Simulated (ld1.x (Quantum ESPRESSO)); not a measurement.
## Which change was made? (Dy, TM)

dysprosium, norm-conserving Troullier–Martins (Kleinman–Bylander form), made with ld1.x (Quantum ESPRESSO) 7.5 (PBE, fully relativistic). Core [Xe], reference 4f10 5d0 6s1.5 6p0 (charge +0.5). Waves: 6s (bound): rc 3.10 bohr; 5d (bound, empty): rc 3.35 bohr; 4f (bound): rc 1.45 bohr; 6p (bound, empty): rc 4.20 bohr. Local part: the p channel. Core correction: none.

Open shells are filled in proportion to 2j + 1 (rel_dist='average').

Cutoffs, loose and tight: the cutoffs (Ry, on a coarse ladder) from which the occupation-weighted sum of valence levels, in a spherical-Bessel basis at the reference potential, stays within 10 and 1 mRy of its value at 400 Ry. They do not see the model core or the augmentation charge, which bear on the density cutoff. Test errors are all-electron minus pseudo excitation energies from the reference, over the configurations 4f10 5d0 6s2 6p0; 4f10 5d0 6s1 6p0; 4f10 5d0 6s0 6p0; 4f8 5d0 6s0 6p0; 4f11 5d0 6s0 6p0; 4f9 5d0 6s2 6p0; 4f10 5d0 6s0 6p2; variants that change the core or the reference have their own tests. The largest error is taken over the tests solved by every variant that gives reliable tests at all, those not shown here included: 4f10 5d0 6s0 6p0; 4f10 5d0 6s0 6p2; 4f10 5d0 6s2 6p0; 4f8 5d0 6s0 6p0.

The base gives: outcome: generated; cutoff, loose: 200 Ry; cutoff, tight: over 300 Ry; bound ghosts: none; largest test error (meV): -8256.

Problem. After one change the result is: outcome: failed: new_paw_hamiltonian: negative rho. Which change was it?
A. wave 4f (bound): rc 1.45 bohr becomes 4f (bound): rc 0.98 bohr
B. type PAW; waves now 6s (bound): rcut 2.70, rcutus 3.10 bohr; 6s channel at 0.05 Ry: rcut 2.70, rcutus 3.10 bohr; 6p (bound): rcut 3.65, rcutus 4.20 bohr; 6p channel at 0.4 Ry: rcut 3.65, rcutus 4.20 bohr; 5d (bound): rcut 2.90, rcutus 3.35 bohr; 5d channel at 0.05 Ry: rcut 2.90, rcutus 3.35 bohr; 4f (bound): rcut 1.25, rcutus 1.45 bohr; 4f channel at 0.1 Ry: rcut 1.25, rcutus 1.45 bohr; local potential all-electron potential smoothed inside 4.00 bohr (lloc = -1); core correction a·sin(br)/r model core, default radius (ld1.x builds one for every PAW set, though the input has nlcc=.false.); augmentation BESSEL, radius 1.30 bohr
C. all radii scaled by about 1.29 (s 4.00, p 5.42, d 4.32, f 1.88 bohr)
D. local potential the d channel

Solution. B. The others give: local potential the d channel → outcome: generated; cutoff, loose: 200 Ry; cutoff, tight: over 300 Ry; bound ghosts: s, p3/2; largest test error (meV): -4829 | all radii scaled by about 1.29 (s 4.00, p 5.42, d 4.32, f 1.88 bohr) → outcome: generated; cutoff, loose: 140 Ry; cutoff, tight: 200 Ry; bound ghosts: none; largest test error (meV): -6169 | wave 4f (bound): rc 1.45 bohr becomes 4f (bound): rc 0.98 bohr → outcome: failed: run_pseudo: Errors in PS-KS equation.
